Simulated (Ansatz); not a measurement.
The pair A = aminoborane (SMILES BN) (first 6 atoms), B = aminoborane (SMILES BN); geometry from B3LYP-D3(BJ)/def2-TZVP.
(charge 0, multiplicity 1):
```json
[
 {"atom": "B", "x (Å)": "-0.7839", "y (Å)": "0.3552", "z (Å)": "-0.2907"},
 {"atom": "N", "x (Å)": "0.4300", "y (Å)": "-0.1995", "z (Å)": "0.0779"},
 {"atom": "H", "x (Å)": "-1.0886", "y (Å)": "0.4051", "z (Å)": "-1.4420"},
 {"atom": "H", "x (Å)": "-1.5094", "y (Å)": "0.7811", "z (Å)": "0.5601"},
 {"atom": "H", "x (Å)": "0.7315", "y (Å)": "-0.2696", "z (Å)": "1.0382"},
 {"atom": "H", "x (Å)": "1.0855", "y (Å)": "-0.5799", "z (Å)": "-0.5849"},
 {"atom": "B", "x (Å)": "0.2390", "y (Å)": "-0.7067", "z (Å)": "3.9966"},
 {"atom": "N", "x (Å)": "-0.0232", "y (Å)": "0.4560", "z (Å)": "3.2829"},
 {"atom": "H", "x (Å)": "-0.4720", "y (Å)": "-1.6512", "z (Å)": "3.8427"},
 {"atom": "H", "x (Å)": "1.1787", "y (Å)": "-0.7354", "z (Å)": "4.7305"},
 {"atom": "H", "x (Å)": "0.5197", "y (Å)": "1.2987", "z (Å)": "3.3832"},
 {"atom": "H", "x (Å)": "-0.8131", "y (Å)": "0.5657", "z (Å)": "2.6653"}
]
```

Correlated levels freeze the cores. MP2 and its Hartree–Fock in aug-cc-pVTZ are density fitted.

Programs: Ansatz (Gaussian basis) for Hartree–Fock, density functionals and correlated methods. 

The counterpoise-corrected interaction energy is E(AB) − E(A in the pair's basis) − E(B in the pair's basis). Total energies (hartree):

```csv
level,AB,A in the pair's basis,B in the pair's basis
HF/aug-cc-pVDZ,-163.0107865,-81.5053547,-81.5052928
MP2/aug-cc-pVDZ,-163.5688313,-81.7825013,-81.7826839
HF/aug-cc-pVTZ,-163.0556769,-81.5277872,-81.5277459
MP2/aug-cc-pVTZ,-163.7254401,-81.8605262,-81.8607377
CCSD(T)/aug-cc-pVDZ,-163.6405897,-81.8183266,-81.8185391
```

### Question
Work out the counterpoise-corrected interaction energy at the basis-set limit: extrapolate the MP2 correlation part as X⁻³, take Hartree–Fock from the larger set, and add the CCSD(T) − MP2 difference of aug-cc-pVDZ.

### Answer

1. Differences (1 hartree = 627.509 kcal/mol): HF/aug-cc-pVDZ -0.087; MP2/aug-cc-pVDZ -2.288; HF/aug-cc-pVTZ -0.090; MP2/aug-cc-pVTZ -2.621; CCSD(T)/aug-cc-pVDZ -2.337.
2. Correlation parts, MP2 less HF: -2.201 in aug-cc-pVDZ (X = 2), -2.530 in aug-cc-pVTZ (X = 3).
3. Limit (3³·(-2.530) − 2³·(-2.201))/(3³ − 2³) = -2.669; with HF/aug-cc-pVTZ it gives -2.759.
4. CCSD(T) less MP2 in aug-cc-pVDZ: -0.049.
Result: -2.81 kcal/mol, against -2.29 at MP2/aug-cc-pVDZ. It is an estimate of this method's limit, not of the exact value.

Ansatz is an electronic-structure program.
